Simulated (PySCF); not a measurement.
BH3, SMILES B (connectivity only; charge and spin as stated), charge +1, multiplicity 2. The structure is a stationary point at r2SCAN-D4/def2-TZVPD. The multiplicity is an assumed one; other spin states were not compared. The isomer is the one that the SMILES or the coordinates give; other isomers of the formula were not compared.

Calculation: r2SCAN-D4/def2-TZVPD run with PySCF.

Harmonic wavenumbers (cm⁻¹): 446, 853, 1000, 1851, 2230, 2867. Rotational constants (GHz): 488.4, 141.7, 109.8; symmetry number 2.

Q: Work out the zero-point energy and the ideal-gas rigid-rotor harmonic-oscillator thermochemistry at 298.15 K and 1 atm.

A: ZPE = ½ Σ hcν = ½ × 9247 cm⁻¹ = 13.22 kcal/mol. H − E(el) = 15.82 kcal/mol. Entropy in cal/(mol K): translation 33.82, rotation 13.03, vibration 1.07, spin 1.38, total 49.31. G − E(el) = 1.12 kcal/mol. Cp = 10.29 cal/(mol K).
